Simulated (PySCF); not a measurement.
CH10N2Si3, SMILES [Si@H]1(N)[SiH2][Si@H](N1)C.

The structure is a stationary point at PBE0-D3(BJ)/def2-SVP. The structure was generated by enumeration; whether it is a known compound was not checked. The values are those of a single conformer.

Method: PySCF with PBE0-D3(BJ)/def2-SVP.

Frequencies are harmonic and unscaled.

Computed harmonic wavenumbers and intensities:
```
mode  ν (cm⁻¹)  IR (km/mol)  moving atoms (share of kinetic energy)
----  --------  -----------  --------------------------------------
1           56          0.3                  N 47 %, H 26 %, C 25 %
2          139          0.3         H 35 %, Si 28 %, N 19 %, C 17 %
3          147          2.8         H 37 %, N 25 %, Si 24 %, C 14 %
4          163          0.7                                  H 91 %
5          199          9.2                 H 54 %, Si 29 %, N 13 %
6          226          4.1         H 42 %, N 23 %, Si 20 %, C 15 %
7          288         28.6                 H 70 %, Si 17 %, N 13 %
8          334          2.2                 Si 56 %, H 20 %, N 20 %
9          369        117.0                 H 60 %, N 21 %, Si 19 %
10         390         33.9                         Si 67 %, H 26 %
11         420          8.1                 H 51 %, Si 34 %, N 14 %
12         455          9.4                         Si 75 %, H 21 %
13         541        101.2                           H 86 %, N 9 %
14         544         15.5                                  H 93 %
15         607         43.2                         H 83 %, Si 14 %
16         649          0.8                  H 66 %, C 19 %, N 11 %
17         696         14.3                 H 72 %, C 11 %, Si 10 %
18         709          6.6                 H 62 %, N 21 %, Si 10 %
19         734         40.3                  H 70 %, Si 17 %, C 9 %
20         746         45.1                          H 79 %, N 15 %
21         753         28.7                 H 54 %, Si 21 %, C 20 %
22         839         66.7                 N 43 %, H 37 %, Si 20 %
23         856        263.2                 H 38 %, N 29 %, Si 29 %
24         882        180.5                 H 47 %, N 27 %, Si 22 %
25         911        195.0                                  H 79 %
26         913         26.7                                  H 88 %
27         948         63.1                 H 66 %, Si 20 %, N 12 %
28        1120        182.1                          H 64 %, N 32 %
29        1255         24.6                          H 78 %, C 22 %
30        1424          4.0                                  H 96 %
31        1427          5.5                                  H 96 %
32        1538         62.3                          H 89 %, N 11 %
33        2186        159.9                                  H 97 %
34        2197        196.0                                  H 97 %
35        2206         56.6                                  H 97 %
36        2223        121.1                                  H 96 %
37        3052          3.7                                  H 97 %
38        3155          2.5                           H 91 %, C 9 %
39        3166          2.7                           H 91 %, C 9 %
40        3612         26.6                                  H 93 %
41        3615         39.5                                  H 96 %
42        3719         32.6                           H 91 %, N 9 %
```
